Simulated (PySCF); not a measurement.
How the method moves the HOMO and LUMO of `C#[N+][AlH2-][O]C`

Compound: C2H6AlNO.
Structure used (PBE0-D3(BJ)/def2-SVP), in Å, numbered top down from 1:
```
atom  x, y, z in Å
C1     2.5686    1.0633   -0.4378
N2     1.8055    0.2146   -0.3171
Al3    0.3765   -1.2876   -0.0016
O4    -0.8296   -0.3504    0.7983
C5    -1.8944    0.4119    0.3597
H6     3.2889    1.8623   -0.5487
H7     0.1141   -1.6729   -1.5322
H8     1.2615   -2.2007    0.9556
H9    -1.6720    1.4977    0.4073
H10   -2.7883    0.2451    0.9901
H11   -2.1922    0.1919   -0.6865
```

Basis pcSseg-2 throughout (PySCF), one geometry. The structure is a single PBE0-D3(BJ)/def2-SVP conformer in the gas phase; no vibrational or solvent corrections.

Q: How do the orbital energies, the gap and the dipole change with the method?

A: 
```tsv
method	kind	HOMO (eV)	LUMO (eV)	gap (eV)	μ (D)	SCF cycles
BLYP	GGA	-5.59	-2.54	3.05	6.31	17
OPBE	GGA	-5.62	-2.52	3.10	6.26	17
PBE	GGA	-5.69	-2.63	3.05	6.27	17
B97-D	GGA	-5.71	-2.57	3.14	6.37	17
KT3	GGA	-5.80	-2.58	3.22	6.27	17
BP86	GGA	-5.80	-2.71	3.09	6.30	17
KT2	GGA	-5.81	-2.56	3.25	6.27	17
LDA	LDA	-5.82	-2.85	2.97	6.25	16
B97-2	global hybrid	-6.86	-1.64	5.22	6.60	15
B3LYP	global hybrid	-6.91	-1.86	5.05	6.59	15
PBE0	global hybrid	-7.12	-1.57	5.55	6.61	15
mPW1PW91	global hybrid	-7.15	-1.59	5.56	6.62	15
BHandHLYP	global hybrid	-8.43	-0.45	7.98	6.86	13
CAM-B3LYP	range-separated hybrid	-8.52	-0.43	8.10	6.76	13
wB97X-D	range-separated hybrid	-9.01	0.29	9.30	6.75	14
LC-wPBE	range-separated hybrid	-9.85	0.84	10.69	6.83	14
HF	Hartree–Fock	-10.41	1.79	12.20	7.19	10
```

The HOMO spans 4.82 eV, from BLYP down to HF, and the gap runs from 2.97 eV (LDA) to 12.20 eV (HF). Over the methods BLYP (0 %), OPBE (0 %), PBE (0 %), B97-D (0 %), KT3 (0 %), BP86 (0 %), KT2 (0 %), LDA (0 %), B97-2 (21 %), B3LYP (20 %), PBE0 (25 %), mPW1PW91 (25 %), BHandHLYP (50 %), HF (100 %), a straight line through the gap against the share of exact exchange rises by 0.92 eV for each 10 % (correlation coefficient 0.999). The dipole ranges from 6.25 D (LDA) to 7.19 D (HF). This basis has no diffuse functions.
